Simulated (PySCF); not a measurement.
Molecule: SMILES C#CCC(=O)O[SiH3], C₄H₆O₂Si.

Bonds (- single, = double, # triple, : aromatic): C1#C2, C2-C3, C3-C4, C4=O5, C4-O6, O6-Si7. C1 carries H8; C3 carries H9, H10; Si7 carries H11, H12, H13.

Frames of a GFN2-xTB Langevin trajectory at 300 K; GIAO PBE0/pcSseg-1 shieldings in PySCF, gas phase, non-relativistic; equivalent atoms averaged within each frame.

Chemical shifts δ = σref − σ; TMS for ¹³C (σ = 186.93 ppm) and ²⁹Si (σ = 349.16 ppm) and ¹H (σ = 31.72 ppm); ¹⁷O (σ = 336.08 ppm) against H2O, all at this level. The references are static minima.

How do the shifts (ppm) fluctuate along the trajectory?

## Answers


| time (fs) | C4 | C2 | C1 | C3 | O5 | O6 | Si7 | H11/H12/H13 | H9/H10 | H8 |
| --- | --- | --- | --- | --- | --- | --- | --- | --- | --- | --- |
| 250 | 177.7 | 87.5 | 80.3 | 26.4 | 471.0 | 186.3 | -38.6 | 4.46 | 2.55 | 2.07 |
| 425 | 174.9 | 81.1 | 84.4 | 33.5 | 479.9 | 177.8 | -32.0 | 5.60 | 4.34 | 1.90 |
| 625 | 179.5 | 84.3 | 83.3 | 30.5 | 439.2 | 217.4 | -31.4 | 4.36 | 3.83 | 3.37 |
| 800 | 174.4 | 84.4 | 79.0 | 27.0 | 497.2 | 180.8 | -33.4 | 5.97 | 2.28 | 1.96 |
| 1000 | 172.8 | 84.5 | 77.8 | 33.4 | 505.3 | 157.9 | -35.1 | 5.51 | 4.09 | 1.62 |
| mean of frames | 175.9 | 84.4 | 81.0 | 30.2 | 478.5 | 184.1 | -34.1 | 5.18 | 3.42 | 2.18 |
| standard deviation | 2.7 | 2.2 | 2.8 | 3.4 | 25.8 | 21.5 | 2.9 | 0.72 | 0.94 | 0.68 |

5 frames give an uncertainty of the mean of about the standard deviation over 2.2 at best, since frames this close in time may not be independent; classical motion lacks zero-point vibration, and the reference would need the same averaging.
